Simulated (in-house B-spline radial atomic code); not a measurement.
Configurations of Mg III (Mg2+), with energies counted from [He] 2s2 2p6. Level of theory: scalar-relativistic (X2C) wB97X, spin-polarised, spherical fractional occupations, exact exchange averaged over the configuration, Fermi nucleus of rms radius 3.057 fm; calculated with an all-electron radial atomic-structure program (B-spline basis). Shells without spins written out take the highest spin.

Occupations are held fixed; configurations that lie above the ionisation limit could autoionise.

| configuration | E - E(ref) (eV) | highest orbital | its <r> (bohr) |
| --- | --- | --- | --- |
| [He] 2s2 2p5 3s1 | 53.388 | 3s up | 2.295 |
| [He] 2s1 2p6 3s1 | 87.784 | 3s up | 2.294 |
| [He] 2s1 2p6 3p1 | 93.746 | 3p up | 2.632 |

Task: Order these further configurations by energy, lowest first.
A. [He] 2s2 2p5 3p1
B. [He] 2s1 2p6 3d1
C. [He] 2s2 2p5 3d1

Result: A (59.31 eV), C (66.375 eV), B (100.76 eV).
